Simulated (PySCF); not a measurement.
C5H9N, SMILES CC(C)CC#N, GFN2-xTB optimised geometry.

```
15

C      0.18    -1.16     0.48
C      0.59    -0.04    -0.48
C      2.11     0.05    -0.59
C      0.03     1.31     0.00
C     -1.41     1.31     0.00
N     -2.55     1.30    -0.01
H     -0.90    -1.21     0.55
H      0.55    -2.12     0.12
H      0.59    -0.98     1.47
H      0.18    -0.25    -1.47
H      2.52    -0.90    -0.94
H      2.55     0.27     0.38
H      2.41     0.82    -1.29
H      0.38     1.52     1.02
H      0.37     2.12    -0.66
```

Density from PySCF 2.14.0 with B3LYP/def2-TZVP at that geometry.

Minimum of the electron density along straight lines between bonded atoms, close to the bond critical point (lines longer than 1.1 times the sum of covalent radii, or with two minima, are not listed):

| bond | length / Å | ρ at the minimum / e bohr⁻³ | ∇²ρ there / e bohr⁻⁵ | position (fraction from the first atom) |
|---|---|---|---|---|
| C1–C2 | 1.526 | 0.249 | -0.62 | 0.50 |
| C2–C3 | 1.526 | 0.249 | -0.62 | 0.50 |
| C2–C4 | 1.539 | 0.241 | -0.59 | 0.48 |
| C4–C5 | 1.439 | 0.281 | ? | 0.45 |
| C5–N6 | 1.143 | ? | -0.12 | 0.35 |
| C1–H7 | 1.088 | 0.282 | -0.98 | 0.64 |
| C1–H8 | 1.087 | 0.281 | -0.97 | 0.64 |
| C1–H9 | 1.089 | 0.280 | -0.96 | 0.64 |
| C2–H10 | 1.096 | 0.282 | -0.97 | 0.64 |
| C3–H11 | 1.087 | 0.281 | -0.97 | 0.64 |
| C3–H12 | 1.088 | 0.280 | -0.96 | 0.64 |
| C3–H13 | 1.088 | 0.281 | -0.96 | 0.64 |
| C4–H14 | 1.094 | 0.279 | -0.96 | 0.64 |
| C4–H15 | 1.094 | 0.279 | -0.96 | 0.64 |

### Question
Some entries are withheld; supply them.

### Answer

- C4–C5, ∇²ρ there / e bohr⁻⁵: -0.81
- C5–N6, ρ at the minimum / e bohr⁻³: 0.507
